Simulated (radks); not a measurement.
Q: The mean radii <r> (bohr) of the occupied orbitals of an atom or ion are listed with their occupations. All-electron calculation, Dirac Kohn-Sham, PBE, spin-unpolarised, spherical densities, finite nucleus; Fermi nuclear charge, rms radius of each element as measured or else 0.836 A^(1/3) + 0.57 fm. Program: a radial shooting solver on a logarithmic mesh with Libxc functionals.

orbital  occ.      <r>
1s1/2       2  0.02028
2s1/2       1  0.08159

Name the element and its charge. Open shells, if any, are shared by 2j + 1.

A: Z = 68, erbium, charge +65: Er65+ in [He] 2s1. The 1s radius gives Z: for a bare nucleus <r> = (2 gamma + 1)/(2Z) with gamma = sqrt(1 - (Z/c)^2), 0.02012 bohr for Z = 68, and screening makes it slightly larger (0.02028 here). The occupations add up to 3, and the charge is Z minus that.
